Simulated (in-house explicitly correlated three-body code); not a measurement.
Results of a calculation; reference values are marked as such.
**Two electrons around a charge Z: errors of exchange and correlation functionals on the exact density**

The exact non-relativistic ground state comes from a variational code in 260 exponentially correlated functions, the Kohn-Sham parts from inverting its density (past Z = 6 the correlation energy is taken as exact minus Hartree-Fock, equal to within microhartrees), and self-consistent runs (Hartree-Fock is restricted) from a B-spline radial code. Z may be fractional; the second electron is bound down to Z = 0.911.

Each entry is functional minus exact.

```tsv
Z	r2SCAN x (mEh)	r2SCAN c (mEh)	LDA VWN5 x (mEh)	LDA VWN5 c (mEh)	PW91 x (mEh)	PW91 c (mEh)
1.1	-8.83	+9.09	+56.44	-37.56	-7.15	+5.74
1.275	-7.07	+6.82	+74.33	-46.75	-2.65	+2.11
1.62	?	?	?	?	?	?
1.8	?	?	?	?	?	?
2.24	-4.98	+3.87	+162.8	-76.52	+11.35	-4.65
2.54	-4.79	+3.55	+189.7	-83.03	+15.01	-5.71
3.06	-4.58	+3.15	+236.2	-92.76	+21.19	-7.19
3.58	-4.45	+2.87	+282.6	-101.0	+27.24	-8.39
4.6	-4.30	+2.49	+373.5	-114.4	+38.96	-10.24
5.5	-4.21	+2.26	+453.7	-124.1	+49.22	-11.55
6.5	-4.15	+2.07	+542.7	-133.3	+60.57	-12.77
7.4	-4.11	+1.93	+622.7	-140.5	+70.77	-13.73
```

Problem. What belongs in the row Z = 1.62?

Solution. r2SCAN x (mEh): -5.77; r2SCAN c (mEh): +5.07; LDA VWN5 x (mEh): +106.7; LDA VWN5 c (mEh): -59.73; PW91 x (mEh): +3.16; PW91 c (mEh): -1.40.

Problem. What belongs in the row Z = 1.8?

Solution. r2SCAN x (mEh): -5.44; r2SCAN c (mEh): +4.60; LDA VWN5 x (mEh): +123.1; LDA VWN5 c (mEh): -65.21; PW91 x (mEh): +5.69; PW91 c (mEh): -2.57.

Problem. How do the exchange errors scale with Z?

Solution. r2SCAN +1.96 % in the size of E_x at Z = 1.1 and +0.09 % at 7.4; LDA VWN5 -12.51 % in the size of E_x at Z = 1.1 and -14.15 % at 7.4; PW91 +1.58 % in the size of E_x at Z = 1.1 and -1.61 % at 7.4. Exchange scales linearly under uniform scaling of the density, so its relative error changes only with the density's shape.
